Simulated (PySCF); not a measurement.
Computed IR spectrum (relative IR intensity) of a molecule Cl₂FH₃Si₂. Coordinates come from a PBE-D3(BJ)/def2-SVP optimisation. One conformer was computed; it need not be the lowest. Method: PBE-D3(BJ)/def2-SVP (PySCF). Frequencies are harmonic and unscaled.

Lines under 2 % of the strongest are left out, and lines within 2 cm⁻¹ are merged.

ν (cm⁻¹): 231 (m), 493 (m), 498 (w), 570 (vs), 604 (s), 826 (vs), 878 (m), 893 (m), 898 (s), 2168 (m), 2188 (s) (against the strongest line: vs over 80 %, s over 45 %, m over 15 %, w over 4 %, vw less)

Problem. Which molecule gave these data?
(A) F[Si@H](Cl)[SiH2]Cl
(B) F[Si]([SiH3])(Cl)Cl
(C) F[SiH2][SiH](Cl)Cl

Solution. B, F[Si]([SiH3])(Cl)Cl
